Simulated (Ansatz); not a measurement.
Cost and result for the atomization energy of `CC1NB1N` (12 atoms, 12 bonds).

```xyz
12

C     0.237   -1.610    0.725
C     0.488   -0.469   -0.223
N    -0.640   -0.085   -1.123
B    -0.205    0.901   -0.244
N    -0.362    2.224    0.144
H     0.978   -1.613    1.530
H     0.292   -2.580    0.219
H    -0.753   -1.525    1.179
H     1.470   -0.515   -0.703
H    -0.633   -0.203   -2.122
H    -1.005    2.854   -0.303
H     0.132    2.620    0.922
```

Total charge 0; spin multiplicity 1. The geometry is a stationary point of PBE0-D4/def2-TZVP. It is one conformer, not always the lowest. Program: Ansatz. All runs use 4 threads of an AMD EPYC 7571 on a shared host. Times are those of one run each, without the atoms' runs, and a repeat can differ threefold. Electronic energies, without spin–orbit coupling; frozen cores. CCSD(T)/CBS adds CCSD(T) − MP2 in def2-TZVPP to the MP2 limit, and its time is that of the two runs behind it. T1 = 0.011. B3LYP takes the VWN-RPA correlation (the form of Gaussian; ORCA's B3LYP/G).

CCSD(T)/CBS is a level of theory with its own doubt, some kJ/mol a heavy atom from the limit and from the frozen cores, so smaller differences don't rank the functionals.

| level | functions | wall time | atomization (kcal/mol) | difference from CCSD(T)/CBS | per bond |
| --- | --- | --- | --- | --- | --- |
| PBE-D4/def2-TZVPP (with forces) | 253 | 5.5 s | 1161.1 | 39.3 | 3.3 |
| PBE0-D4/def2-TZVPP | 253 | 6 s | 1137.8 | 16.0 | 1.3 |
| r2SCAN-D4/def2-TZVPP (with forces) | 253 | 9.5 s | 1128.6 | 6.8 | 0.6 |
| B3LYP-D4/def2-TZVPP (with forces) | 253 | 9.5 s | 1133.5 | 11.7 | 1.0 |
| B2PLYP/def2-TZVPP | 253 | 11 s | 1118.8 | -3.0 | -0.3 |
| ωB97X-V/def2-TZVPP | 253 | 15 s | 1131.3 | 9.5 | 0.8 |
| ωB97M-V/def2-TZVPP (with forces) | 253 | 21 s | 1134.1 | 12.3 | 1.0 |
| MP2/def2-QZVPP | 495 | 47 s | 1129.0 | 7.2 | 0.6 |
| CCSD(T)/def2-TZVPP | 253 | 4.8 min | 1090.9 | -30.9 | -2.6 |
| CCSD(T)/CBS(def2) | – | 5.6 min | 1121.8 | 0.0 | 0.0 |

From PBE to PBE0 (25 % exact exchange), in def2-TZVPP and without D4, the atomization energy moves by −22.6 kcal/mol: exact exchange takes away binding that semilocal exchange gives to molecules. The D4 term adds +7.3 kcal/mol with B3LYP and +3.8 kcal/mol with PBE0; it sums over pairs of atoms, weighted by their polarisabilities, and B3LYP, whose exchange is more repulsive, gets the larger term. In def2-TZVPP, CCSD(T) changes the Hartree–Fock value by +288.8 kcal/mol (the triples alone add +17.2 kcal/mol) and MP2 by +308.5 kcal/mol; breaking electron pairs costs correlation energy, which Hartree–Fock lacks.
